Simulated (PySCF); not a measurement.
**Structure from NMR data**

Molecular formula: C5H9NOSi2. Simulated spectra:

$^{1}$H NMR (300 MHz, computed): δ 6.88 (m, 1H), 6.62 (m, 1H), 5.52 (m, 2H), 4.80 (s, 3H), 2.18 (m, 2H).

$^{13}$C{$^{1}$H} NMR (computed): δ 168.4 (C), 138.3 (CH), 118.6 (CH), 105.4 (C), 7.9 (CH2).

Computational details: GFN2-xTB structure, PBE0/pcSseg-1 with gauge-including orbitals, in PySCF (no solvent model, one computed conformer, no relativistic terms, fast rotation and ring inversion assumed for equivalent nuclei).

δ = σ(ref) − σ, references computed at the same level: $^{1}$H (31.72 ppm), $^{13}$C (186.93 ppm) vs TMS.

Which of these isomers gave the spectra?
A. O=CC1=C[Si@H](N[SiH3])C=C1
B. N#C[C@@]12CO[C@@H](C1)[SiH2][SiH2]2
C. C=C1C[C@](C#N)(O[SiH3])[SiH2]1
D. O=CNC1=C[SiH2]C=C[SiH2]1
E. [SiH3]N1[SiH2]Cc2ccoc21
F. O=CN[SiH2]C1=C[SiH2]C=C1

Answers

E. 

- Rings plus π bonds: 4 (2 rings in the answer).
- 5 carbon signals for 5 carbons: no two carbons are equivalent.
- Carbon types of the structure: 2 × C, 2 × CH, 1 × CH2, leaving 5 H on heteroatoms.
- δC 168.4: aromatic carbon bearing nitrogen; σ withdrawal by the attached heteroatom moves it downfield of the ring CH carbons.
- δC 138.3: aromatic CH next to the ring oxygen.
- δC 118.6: aromatic CH.
- δC 105.4: substituted aromatic carbon.
- δH 2.18: hydrogen on an sp3 CH2 bonded to Si, on an aromatic ring; benzylic-type position, deshielded by the ring.

The others: O=CNC1=C[SiH2]C=C[SiH2]1 would give 6 signals for carbon-bound and other non-exchanging H, not 5; C=C1C[C@](C#N)(O[SiH3])[SiH2]1 would give 7 signals for carbon-bound and other non-exchanging H, not 5; O=CC1=C[Si@H](N[SiH3])C=C1 would give 6 signals for carbon-bound and other non-exchanging H, not 5; N#C[C@@]12CO[C@@H](C1)[SiH2][SiH2]2 would give 9 signals for carbon-bound and other non-exchanging H, not 5; O=CN[SiH2]C1=C[SiH2]C=C1 would give 6 signals for carbon-bound and other non-exchanging H, not 5.

Shifts are as computed. Against solution values, carbons near 30 ppm lie about +3 ppm off and those near 130 ppm about +5 ppm. Of 1309 compounds with measured shifts, 239 miss one by over three times the rms of a fit or turn the order of signals round; such compounds aren't used in these exercises. Multiplicities follow the n + 1 count of equivalent neighbours, as no J values were calculated; m marks all less simple cases, F and P coupling included.
